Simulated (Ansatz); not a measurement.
Geometry optimisation, Ansatz, RKS CAM-B3LYP/cc-pVDZ.

Input:

```yaml
crystal:
  periodic: [false, false, false]
  atoms:
    - { symbol: Al, position_ang: [-1.058847, 0.475225, -1.566108] }
    - { symbol: F, position_ang: [-1.381459, -1.14447, -0.992] }
    - { symbol: H, position_ang: [0.002824, 0.570863, -2.723866] }
    - { symbol: H, position_ang: [-2.071774, 1.569142, -1.059775] }
    - { symbol: H, position_ang: [0.956111, -0.18389, 1.282094] }
    - { symbol: "N", position_ang: [1.026403, 0.734257, 0.840662] }
    - { symbol: H, position_ang: [-0.403291, -2.137319, 0.667684] }
    - { symbol: F, position_ang: [0.138534, -2.195837, 1.401358] }
    - { symbol: H, position_ang: [0.784871, 1.429077, 1.546401] }
    - { symbol: H, position_ang: [2.006728, 0.882952, 0.60335] }
basis:
  gaussian: { orbitals: cc-pVDZ }
hamiltonian:
  xc: cam_b3lyp
relax:
  f_tol: 0.03
  max_steps: 50
```

Launched with:

```bash
$ ansatz run input.yaml --threads 2 --pin off --max-ram 3072MiB --backend cpu --events-out ev --progress --plain --runs-dir out
```

Question: Where does it end, and by what steps?

Answer: The forces met the threshold. After 9 steps the energy has fallen by 1.399 eV; Al1 moved furthest, 0.68 Å. Joined: Al1–N6 (3.19 → 2.05 Å).

```
step  energy less start (eV)  largest force component (eV/Å)  accepted
   0                  0.0000                           1.157       yes
   1                 -0.3312                           0.548       yes
   2                 -0.7879                           0.620       yes
   3                 -1.2542                           0.525       yes
   4                 -1.2304                           1.725        no
   5                 -1.3846                           0.240       yes
   6                 -1.3777                           0.254        no
   7                 -1.3979                           0.112       yes
   8                 -1.3984                           0.072       yes
   9                 -1.3989                           0.004       yes
```

```xyz
10
Properties=species:S:1:pos:R:3
Al -0.626 0.470 -1.038
F -1.109 -1.180 -0.663
H 0.283 0.534 -2.336
H -1.768 1.511 -0.681
H 0.686 -0.297 1.005
N 0.703 0.620 0.518
H -0.439 -1.841 0.505
F 0.147 -1.952 1.264
H 0.457 1.339 1.202
H 1.666 0.797 0.223
```

Whether the end is a true minimum wasn't checked by a vibrational analysis.

The run took 9.8 s on 2 threads of AMD EPYC 9R45 96-Core Processor (Zen 5) (shared host), peak memory 0.22 GiB.
